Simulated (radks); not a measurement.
Question: Method: non-relativistic Kohn-Sham, LB94 model potential, spin-polarised, spherical densities, point nucleus; open shells are filled with parallel spins first (spin-orbit coupling, left out, can overturn this in heavy ions); computed with a radial shooting solver on a logarithmic mesh with Libxc functionals. Response by self-consistent Sternheimer equations with the Hartree and adiabatic LDA kernel. For heavy and open-shell atoms this level of theory can miss by tens of per cent. Rank Ag3+, Si+, He, Mg, Cd, O+ (NIST ground configurations) by static dipole polarisability, largest first.

Answer: Mg 60.66, Cd 39.77, Si+ 18.23, Ag3+ 3.894, O+ 2.602, He 1.390 bohr^3.
